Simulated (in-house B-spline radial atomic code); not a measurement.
Rb⁺ is squeezed into an impenetrable sphere of radius R (the orbitals vanish at R). No spin polarisation. Caution: exact exchange at fractional occupations of open shells leaves self-interaction of up to several eV. All numbers are computed (non-relativistic B3LYP, spherical fractional occupations; point nucleus) with a B-spline radial code for spherical atoms, not measured.

Energies in eV above the free ion in [Ar] 3d10 4s2 4p6:

```tsv
R (bohr)	highest level (eV)	[Ar] 3d10 4s2 4p6	[Ar] 3d9 4s2 4p6 4f1	[Ar] 3d10 4s2 4p5 4d1	-dE/dV in [Ar] 3d10 4s2 4p6 (GPa)
8.41	-23	0.0001022	129.7	20.36	0.000296
5.98	-23	0.03003	134	21	0.165
5.03	-22.8	0.2558	137.9	22.04	1.94
4.53	-22.4	0.7744	141.2	23.33	7.16
3.41	-18.7	9	159	35.12	146
2.95	-13.7	24.79	180.9	53.88	544
2.53	-3.93	63.61	228	96.99	1950
2.11	17.6	169.2	347.7	209.3	7900
1.78	55.1	384.2	582.9	431.5	27200
1.46	138	922	1156	975.7	108000
```

(1) Does [Ar] 3d9 4s2 4p6 4f1 fall below [Ar] 3d10 4s2 4p6 under compression?

(2) Does [Ar] 3d10 4s2 4p5 4d1 fall below [Ar] 3d10 4s2 4p6 under compression?

The highest level is first positive in the row R = 2.11 bohr, pushed up by confinement above the zero of the free ion's potential. Each configuration is held fixed and needn't be the lowest in the sphere.

Answers

(1) No, it stays above over the whole range.

(2) No, it stays above over the whole range.
